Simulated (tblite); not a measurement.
C$_{5}$H$_{11}$Si, doublet, geometry from GFN2-xTB; tblite with GFN1-xTB.

The tblite input:
```
$ tblite run mol.xyz --method gfn1 --charge 0 --spin 1 --spin-polarized --json tblite.json --no-restart

# file mol.xyz
17

C      2.06786214     1.74813003    -0.40400846
C      0.94744866     1.17771277    -0.10424235
Si    -0.26267662    -0.19972994     0.05641011
C     -0.70919004    -0.37488162     1.90150174
C     -1.80525477     0.25556010    -0.96722848
C      0.42809799    -1.87456898    -0.57640950
H      2.24392170     2.80739708    -0.24657127
H      2.92197778     1.22572443    -0.83410363
H     -1.43197317    -1.17002222     2.05988663
H     -1.13933223     0.54240514     2.29074624
H      0.16790572    -0.60475005     2.49848666
H     -2.25043938     1.18136668    -0.61700064
H     -1.55643430     0.38754955    -2.01566091
H     -2.56445753    -0.51865903    -0.90469755
H      1.31483648    -2.16476627    -0.02132360
H     -0.30374718    -2.67051690    -0.47201190
H      0.70143109    -1.81122300    -1.62516930
```

The log (banner, timings and long lists left out):

```
xTB calculator
 | screened Coulomb repulsion
 | Coulomb electrostatics
 |  * isotropic Klopman-Ohno-Mataga-Nishimoto electrostatics
 |  * onsite third-order electrostatics
 | DFT-D3(BJ) dispersion correction
 | Interactions (1)
 | [1] spin polarization

halogen bonding energy    0.0000000000000E+00 Eh
repulsion energy          2.9730750435882E-01 Eh
dispersion energy        -6.6442016953111E-03 Eh
interaction energy        0.0000000000000E+00 Eh
number of electrons       3.5000000000000E+01 e
integral cutoff           2.8146159136829E+01 bohr

------------------------------------------------------------
  cycle        total energy    energy error   density error
------------------------------------------------------------
      1     -18.24402344121  -1.8534687E+01   4.2527423E-01
      2     -18.25239168473  -8.3682435E-03   2.5173773E-01
      3     -18.25057172748   1.8199573E-03   3.2472706E-02
      4     -18.25419752156  -3.6257941E-03   1.3148024E-02
      5     -18.25433692747  -1.3940591E-04   8.4168170E-03
      6     -18.25438623012  -4.9302651E-05   3.1878487E-03
      7     -18.25440440621  -1.8176093E-05   5.5338543E-04
      8     -18.25440527835  -8.7213852E-07   2.6119608E-04
      9     -18.25440532328  -4.4921638E-08   4.8479665E-05
     10     -18.25440532576  -2.4811229E-09   1.7930505E-05
------------------------------------------------------------

electronic energy        -1.8545068628420E+01 Eh
total energy             -1.8254405325756E+01 Eh

Post processing:
 | Mayer-Wiberg bond orders

[Info] JSON dump of results written to 'tblite.json'
```
